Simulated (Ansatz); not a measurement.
Dissociation curve of GeH, doublet.

Methods: ROCCSD(T) = CCSD(T) on ROHF/cc-pVDZ, cores with 3d frozen (Ansatz, a first-principles code); UKS-PBE = unrestricted PBE/cc-pVDZ (Ansatz); UKS-BLYP = unrestricted BLYP/cc-pVDZ in Ansatz; UMP2 = MP2 on UHF/cc-pVDZ, cores with 3d frozen run with Ansatz.

Energies are in kJ/mol, each relative to the lowest point of its own curve near equilibrium.

```csv
R / Å,ROCCSD(T),UKS-PBE,UKS-BLYP,UMP2
1.19,217.8,220.3,221.4,215.3
1.28,114.6,118.7,120.1,111.7
1.35,63.0,67.3,68.6,60.6
1.42,29.9,33.5,34.7,27.9
1.52,[?],7.6,8.3,4.6
1.55,[?],3.7,4.3,1.7
1.60,0.0,[?],0.6,0.0
1.63,0.2,0.0,0.0,0.7
1.69,3.7,[?],1.7,5.1
1.77,13.2,10.0,8.9,15.9
1.88,32.1,27.0,24.8,[?]
1.97,50.6,44.2,41.2,[?]
2.15,90.6,83.1,78.3,111.8
2.44,151.4,147.1,139.7,—
2.64,185.4,186.7,177.9,—
2.83,210.2,216.7,207.7,—
3.21,—,252.2,246.0,—
3.59,—,268.0,265.7,—
3.88,—,273.1,274.1,—
4.29,—,275.9,280.7,—
4.82,—,277.0,283.9,—
5.69,—,277.4,284.9,—
6.43,—,277.5,285.0,—
```

Problem. Some entries are withheld; supply them.

Solution. 
- 1.52, ROCCSD(T): 5.6
- 1.55, ROCCSD(T): 2.3
- 1.60, UKS-PBE: 0.4
- 1.69, UKS-PBE: 2.2
- 1.88, UMP2: 37.3
- 1.97, UMP2: 58.2

A dash means that the run gave no value there, or that the column was ended at a point which the program doubted or which failed a test of continuity chosen for this set; such a test can also cut sound points.

The T1 diagnostic of CCSD on the restricted reference of ROCCSD(T) exceeds 0.045 at 2.64 to 2.83 Å. The unrestricted determinant behind UKS-PBE, UKS-BLYP is spin-contaminated at 2.83 to 6.43 Å (<S²> up to 1.8, against 0.75 for a pure doublet). The unrestricted determinant behind UMP2 is spin-contaminated at 2.15 to 6.43 Å (<S²> up to 1.8, against 0.75 for a pure doublet).
